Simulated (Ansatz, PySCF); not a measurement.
F2H4O3Si2, SMILES [Si](O)(O)([SiH](F)F)O. Atoms are numbered in the order given.

```xyz
11

Si     1.2177     0.5946     0.1914
F      2.1741    -0.4104    -0.6609
F      1.1364     1.9707    -0.6655
Si    -0.8854    -0.4071     0.2129
O     -1.1217    -1.1195    -1.2664
O     -2.1658     0.6115     0.4317
O     -0.8237    -1.4473     1.4909
H      1.9070     0.9077     1.4688
H     -0.3682    -1.5851    -1.6439
H     -2.5517     0.9844    -0.3671
H     -1.6506    -1.8559     1.7695
```

Geometry optimised at PBE0-D3(BJ)/def2-SVP. This is a generated structure with no PubChem entry under its InChIKey; it may be hypothetical. Other conformers were not sampled.

Two levels are set side by side: PBE-D3(BJ)/def2-SVP (Ansatz, a quantum-chemistry and plane-wave program) and PBE0-D3(BJ)/def2-SVP (Ansatz). Each level has its own optimised geometry; the coordinates shown are those of the second. Frequencies come from the Hessian of PySCF at each geometry. Differences are taken from unrounded values.

| quantity | PBE0-D3(BJ) | PBE-D3(BJ) | PBE-D3(BJ) minus PBE0-D3(BJ) |
|---|---|---|---|
| mean bond length (Å) | 1.491 | 1.506 | 0.015 |
| bond Si1–F2 (Å) | 1.628 | 1.647 | 0.019 |
| bond Si1–F3 (Å) | 1.623 | 1.638 | 0.015 |
| bond Si1–Si4 (Å) | 2.330 | 2.340 | 0.010 |
| bond Si4–O5 (Å) | 1.659 | 1.678 | 0.019 |
| bond Si4–O6 (Å) | 1.651 | 1.668 | 0.018 |
| bond Si4–O7 (Å) | 1.649 | 1.666 | 0.017 |
| bond Si1–H8 (Å) | 1.485 | 1.498 | 0.013 |
| bond O5–H9 (Å) | 0.963 | 0.975 | 0.012 |
| bond O6–H10 (Å) | 0.962 | 0.974 | 0.012 |
| bond O7–H11 (Å) | 0.963 | 0.975 | 0.012 |
| highest harmonic wavenumber (cm⁻¹) | 3929 | 3758 | -170 |
| mean harmonic wavenumber (cm⁻¹) | 958 | 922 | -36 |
| zero-point energy (kcal/mol) | 36.97 | 35.59 | -1.38 |

GGA bonds tend to be longer and softer than those of functionals with exact exchange. Differences between two approximate levels are no errors against the true value.
